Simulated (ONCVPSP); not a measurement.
Be (Z = 4): ONCV pseudisation with Wu-Cohen, fully relativistic reference atom.

| Property | Result |
| --- | --- |
| Element | beryllium |
| Generator | ONCVPSP 4.0.1 |
| Type | optimised norm-conserving Vanderbilt (ONCV) |
| Functional | Wu-Cohen |
| Relativity | fully relativistic |
| Frozen core | [He] |
| Valence charge | 2 |
| Reference configuration | 2s1 (charge +1) |
| Partial waves | 2s: rc 1.65 bohr, ncon 4, nbas 9, qcut 3.8 1/bohr, 2 projectors, debl 3.2 Ha; p scattering state at 0.04 Ha: rc 1.40 bohr, ncon 3, nbas 8, qcut 7.1 1/bohr, 2 projectors, debl 1.2 Ha; d scattering state at 0.08 Ha: rc 1.30 bohr, ncon 5, nbas 9, qcut 7.5 1/bohr, local |
| Local potential | the d channel |
| Core correction | Teter function, fcfact 2, rcfact 1.45 |

Open shells are filled in proportion to 2j + 1.

In the p channel the program set the typed energies aside and used 0.050, 1.250 Ha (j = l + 1/2; the other j can differ).

All-electron outer shells of the reference configuration (Wu-Cohen, scalar-relativistic, ld1.x):

```json
{"shell": "1s", "level (eV)": "-117.44", "outermost node (bohr)": "–", "outermost maximum (bohr)": "0.27"}
{"shell": "2s", "level (eV)": "-13.59", "outermost node (bohr)": "0.59", "outermost maximum (bohr)": "1.92"}
```

Question: Estimate the cutoffs (Ha) at which the residual kinetic energy of the hardest occupied pseudo-wave falls to 1 and 0.1 mHa per electron.

Answer: 6.2 Ha and 17 Ha. The cutoffs count occupied waves only; projector 2 of the p channel, the hardest unoccupied one, needs 18 Ha at the loose tolerance.

Question: What does a ghost test show?

Answer: No bound ghost flagged; no localised positive-energy state flagged.

Question: Tests: 2s2; 2s1.5; 2s1 2p1; 2s0 2p1. Which has the largest error in its energy relative to the reference configuration, and how large is it?

Answer: 2s1 2p1, with +6.3 meV (all-electron minus pseudo) on -5.85 eV.
